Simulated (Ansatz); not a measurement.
Saddle point of AlAsNH₇O₂, singlet (AlNH₄O₂ ([NH2][Al]([OH])[OH]) + AsH₃ → AlAsH₄O₂ ([OH][Al]([OH])[AsH2]) + NH₃ (still joined by a long Al–N bond); bonds formed: Al1–As6, N2–H5; bonds broken: H5–As6; bonds weakened to dative contacts: Al1–N2), PBE0-D4/def2-TZVP structure:

Al1  (-0.123, -0.479, -0.415)
N2  (1.674, -0.113, -0.193)
O3  (-0.673, -1.747, 0.564)
O4  (-0.619, -0.063, -1.984)
H5  (0.961, 0.950, 0.475)
As6  (-0.411, 1.898, 1.144)
H7  (2.235, 0.189, -0.979)
H8  (2.234, -0.661, 0.447)
H9  (-1.581, -1.952, 0.769)
H10  (-1.485, -0.214, -2.353)
H11  (-0.692, 0.898, 2.258)
H12  (-1.520, 1.295, 0.267)
(Å)

Energies are electronic, without zero-point energy. Barriers and step energies count from the start structure reached by relaxing down the imaginary mode; all methods use the PBE0-D4 structures, on which another method's saddle can fall below an end. Ansatz 0.2.0; basis: def2-TZVPP, with def2-QZVPP for the basis limit; cores frozen in the correlated methods. Filled d shells of the heavier atoms are correlated. The def2 sets are not built for correlating such inner shells, so the correlated values are less sure here. B3LYP uses VWN-RPA correlation. Extrapolation: Hartree–Fock as exp(−7.88 √X), correlation as X^−2.97.

| method | barrier (kJ/mol) | step energy (kJ/mol) |
| --- | --- | --- |
| SPW92 | 17.4 | -101.3 |
| PBE-D4 | 41.1 | -89.0 |
| BLYP-D4 | 61.2 | -71.9 |
| r2SCAN-D4 | 50.2 | -89.8 |
| B97M-V | 72.7 | -80.3 |
| PBE0-D4 | 52.2 | -96.0 |
| B3LYP-D4 | ? | -79.1 |
| r2SCAN0-D4 | 57.9 | -95.1 |
| BHLYP-D4 | ? | -86.3 |
| CAM-B3LYP-D4 | 75.8 | -80.8 |
| wB97X-V | 74.4 | -87.8 |
| wB97M-V | 71.5 | -85.4 |
| B2PLYP | 72.9 | -82.3 |
| PBE-QIDH | 62.0 | -98.8 |
| RPA on PBE | 75.3 | -83.6 |
| HF | 126.8 | -79.8 |
| MP2 | ? | -90.9 |
| CCSD | 83.8 | -87.0 |
| CCSD(T) | 73.7 | -88.8 |

(1) Fill in the withheld barriers. (Judge from chemistry; the value comes from the calculation.)

The T1 diagnostic stays at or below 0.012.

Results:

(1) Computed: BHLYP-D4 83.5; MP2 65.5; B3LYP-D4 68.9 kJ/mol. Each is the energy of the saddle less that of the start structure, by the same method.

For comparison, the barrier by CCSD(T) at an estimated basis limit (MP2 extrapolated from triple and quadruple zeta, plus CCSD(T) − MP2 in triple zeta) is 70.2 kJ/mol.

Labels in which every atom is bracketed show which atoms are joined, not bond orders.

For scale, one of the runs: CCSD(T)/def2-TZVPP, 281 basis functions, launched by `ansatz run in.yaml --threads 8 --pin off --events-out ev --progress --plain --max-ram 19148MiB`. The run took 5.2 min on 8 CPU threads of an Intel Xeon (shared host), with 8.3 GiB of host memory at its peak.
